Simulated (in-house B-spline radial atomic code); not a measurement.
**Ionising Mg⁶⁺ with different functionals**

Computed with a B-spline radial code for spherical atoms: four-component Dirac-Coulomb Hamiltonian, Fermi nucleus of rms radius 3.057 fm, spin-restricted, spherical fractional occupations for the functionals, and exact exchange of hybrids averaged over the configuration. The ionisation energy is the difference of two self-consistent energies, [He] 2s2 2p2 → [He] 2s2 2p1, without Breit or QED terms; ε is the level of the shell that loses the electron (mean over j). The electron is taken from both j subshells in proportion to 2j + 1, so the result is a j average, not the step between ground levels.

```
   method                    rung  ΔSCF (eV)  -ε(2p) (eV)
    B97-1           global hybrid     222.96       207.28
     PBE0           global hybrid     223.00       208.15
BHandHLYP           global hybrid     223.37       213.82
    wB97X  range-separated hybrid     222.81       209.81
```

Problem. Among the functionals, which spreads more, the ΔSCF values or the orbital energies?

Solution. The orbital energies: ΔSCF values span about 0.57 eV and the orbital energies 6.54 eV; here energy differences depend much less on the functional than eigenvalues do.

Problem. How do they compare with the NIST value?

Solution. NIST lists 225.02 eV ± 0.06 (semi-empirical, ground level to ground level). Errors run from -2.21 to -1.65 eV. The correlated functionals all miss on the same side by more than they spread, so the cause is common to them (Breit-QED terms, spin polarisation, the choice among j levels, multiplet and fine-structure energies, or a listed next ion that isn't the cheapest removal here) and closeness doesn't rank the functionals.
